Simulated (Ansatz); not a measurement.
Cost and result up the ladder for CrO2(NH2)2 (CrN2O2H4) (9 atoms). Charge 0, multiplicity 1. Geometry: B3LYP-D4/def2-SVP.

```xyz
9

Cr   -0.320    0.124   -0.514
N    -0.813   -1.095    0.709
N     1.215    0.940   -0.063
O    -1.427    1.211   -0.559
O    -0.071   -0.632   -1.847
H    -1.418   -0.878    1.495
H    -0.543   -2.073    0.658
H     2.128    0.604   -0.355
H     1.248    1.800    0.475
```

Ansatz on 2 threads of Arm Neoverse V1 on a shared host. Times are rough, and most runs start from the orbitals of an earlier one. No level here is sound enough to serve as a yardstick. Binding counts from free atoms at the same level (Cr septet, N quartet, O triplet, H doublet; other spins of the atoms weren't run), without zero-point energy or a counterpoise term.

No other spin state of charge 0 was run.

Run but left out: BHLYP-D4/def2-TZVP (restricted singlet, unstable in another Hartree–Fock run and untested here); MP2/def2-TZVP, CCSD(T)/def2-SVP (restricted singlet, unstable towards broken spin symmetry).

```tsv
level	functions	wall time	binding energy per atom (eV)	remarks
PBE-D4/def2-SVP	107	1.8 s	3.93	restricted SCF unstable in HF
PBE0-D4/def2-SVP	107	2.7 s	3.40	restricted SCF unstable in HF
revPBE-D4/def2-TZVP	193	3.4 s	3.76	restricted SCF unstable in HF
PBE-D4/def2-TZVP (with forces)	193	3.9 s	3.90	restricted SCF unstable in HF
BLYP-D4/def2-TZVP	193	3.9 s	3.88	restricted SCF unstable in HF
PBE0-D4/def2-TZVP	193	4.8 s	3.42	restricted SCF unstable in HF
r2SCAN-D4/def2-TZVP	193	6.5 s	3.63	restricted SCF unstable in HF
```
